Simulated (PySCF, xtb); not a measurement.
C₃H₆FNSi, SMILES FC1=CCN1[SiH3].

Harmonic wavenumbers (cm⁻¹) from xtb with GFN2-xTB at its own minimum, in rising order: 77, 96, 147, 279, 394, 528, 546, 569, 617, 648, 714, 739, 801, 811, 949, 979, 1038, 1053, 1142, 1165, 1207, 1403, 1449, 1704, 2204, 2281, 2309, 2987, 3000, 3218.

Problem. What does PBE-D3(BJ)/def2-SVP in PySCF give at its own minimum? (Estimate from the structure and the level; the computed values follow.)

Solution. 90, 105, 147, 275, 411, 554, 579, 627, 659, 676, 720, 874, 917, 925, 929, 956, 975, 1060, 1122, 1158, 1173, 1378, 1427, 1670, 2121, 2184, 2195, 2977, 3044, 3244. Paired by order, the mean absolute difference is 41 cm⁻¹ and the zero-point energies are 50.1 and 50.3 kcal/mol.
